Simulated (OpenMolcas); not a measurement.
Re3+.

```yaml
Program: OpenMolcas 26.06
Basis: ANO-RCC-VTZP [8s7p5d3f2g1h]
Scalar_Hamiltonian: DKH2, point nucleus
Active_space: 10 electrons in 8 orbitals (RAS1 5p, at most 2 holes; RAS2 5d)
State_averaging: 2S+1 = 5 even, 5 roots; 2S+1 = 3 even, 45 roots; 2S+1 = 1 even, 50 roots
Spin-orbit_coupling: RASSI with atomic mean-field integrals over the reference wave functions, term energies averaged over their components
```

Two sets of levels on these reference wave functions, in cm-1 above 5d4 5D0: one from RASSCF and one from MS-RASPT2, IPEA 0.25 Eh, imaginary shift 0.1 Eh (closed shells correlated: 5s).

```
            Level  Set 1  Set 2
   5d4 5D0 [69 %]    0.0    0.0
          5d4 5D1   2820   3160
          5d4 5D2   5700   6170
          5d4 5D3   8260   8670
          5d4 5D4  10410  10590
5d4 3P0(1) [58 %]  16970  15810
   5d4 3H4 [57 %]  20160  18280
       5d4 3P1(1)  23140  21250
   5d4 3G3 [56 %]  23620  21640
5d4 3F2(1) [71 %]  24130  22020
          5d4 3H5  24600  22460
          5d4 3H6  26790  24390
5d4 3P2(1) [59 %]  29180  26650
5d4 3F3(1) [54 %]  31250  28890
   5d4 3D3 [59 %]  33260  30730
          5d4 3G5  34510  32260
```

**Question.** Which set is which?

**Answer.** Set 2 is MS-RASPT2. Its levels of the other terms of 5d4 lie at 0.91 to 0.94 of the other set's values, as expected, since terms of lower spin or lower L gain more correlation energy than the Hund ground term. Against 12 measured levels (the list in Brasseur, Gamrath and Quinet, At. Data Nucl. Data Tables 157, 101636 (2024)) the mean absolute deviation is 1300 cm-1 with it and 2700 cm-1 without; single levels miss by up to 2200 cm-1 with it.

CASPT2 breaks the degeneracy within a term, and the mean is taken; among the terms shown or strongly mixed into the levels shown the widest spread is 1300 cm-1 (5d4 1I, MS-RASPT2). Active for correlation alone: 5p; no level in the range computed is led by a configuration that opens it, so any true level of that kind is missing. Without dynamic correlation excited terms often stand tens of per cent too high (terms of higher spin than the ground term too low), and those without a measured partner can miss by more than the paired ones (holds for RASSCF). Some levels mix across a computed gap that differs much from the measured one, so their mixing is not that of the real levels (holds for RASSCF). The CASPT2 spread within a term exceeds the gap to the next term for 5d4 3P(1) and 5d4 3H, 5d4 1I and 5d4 3D, so the order of their levels is uncertain (holds for MS-RASPT2). Computed and measured levels are paired by configuration, term and J; levels that our copy of the source lacks, or whose pairing is in doubt (as where it misses far off the trend of its configuration), stay unpaired and out of the deviations. Only configurations of the active space appear. The table leaves out levels that lie high or whose names do not pair safely across all columns.

A share in square brackets marks a mixed level and gives the weight of the term that names it, the lowest over the columns. A number in round brackets counts repeated terms of one configuration in the order of the reference energies.
